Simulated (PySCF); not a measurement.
## Bonding in `CC#[N+][BH2-]F`

Compound: C2H5BFN.
SMILES with atom numbers: `[CH3:1][C:2]#[N+:3][BH2-:4][F:5]` (hydrogens: H6, H7, H8 on C1; H9, H10 on B4)

Cartesian coordinates in Å at the PBE0-D3(BJ)/def2-SVP level; atoms count from 1:
```
atom  x, y, z in Å
C1     2.0578    0.0201    0.0416
C2     0.6166   -0.0983    0.0390
N3    -0.5286   -0.1932    0.0283
B4    -2.1319   -0.3317   -0.0164
F5    -2.5646   -0.2005    1.2897
H6     2.3770    0.6365    0.8943
H7     2.3909    0.4996   -0.8903
H8     2.5195   -0.9746    0.1217
H9    -2.2773   -1.4495   -0.5063
H10   -2.4466    0.5882   -0.7685
```

Bond orders from the PBE0/pcSseg-1 density (PySCF). Geometry: PBE0-D3(BJ)/def2-SVP; no solvent, vibrations or thermal averaging.

**Question.** How far do the computed orders between heavy atoms stray from the drawn ones?

**Answer.** The largest departure is 0.443, at N3–B4 (drawn single, 0.557). Drawn single, order below 0.88: N3–B4 (0.557). Drawn double or triple, more than 0.30 short of the drawn order: C2–N3 (2.687). The SMILES, with its formal charges, is one Lewis structure only.

**Question.** Set the Mayer orders of the bonds beside their lengths.

**Answer.** 
```csv
bond,drawn as,length (Å),Mayer order
C1–C2,single,1.446,1.048
C2–N3,triple,1.149,2.687
N3–B4,single,1.610,0.557
B4–F5,single,1.382,0.959
C1–H6,single,1.099,0.925
C1–H7,single,1.100,0.926
C1–H8,single,1.100,0.927
B4–H9,single,1.229,0.905
B4–H10,single,1.229,0.905
```

**Question.** Sum the orders of all bonds at each heavy atom with more than one neighbour and set the sums beside the valence in the SMILES.

**Answer.** C1 3.826 (drawn 4), C2 3.735 (drawn 4), N3 3.244 (drawn 4), B4 3.326 (drawn 4). Orders between atoms that aren't bonded are not in these sums.

For a closed shell the Mayer order of atoms A and B is Σ (PS)μν (PS)νμ over the basis functions μ on A and ν on B, with P the density and S the overlap matrix.
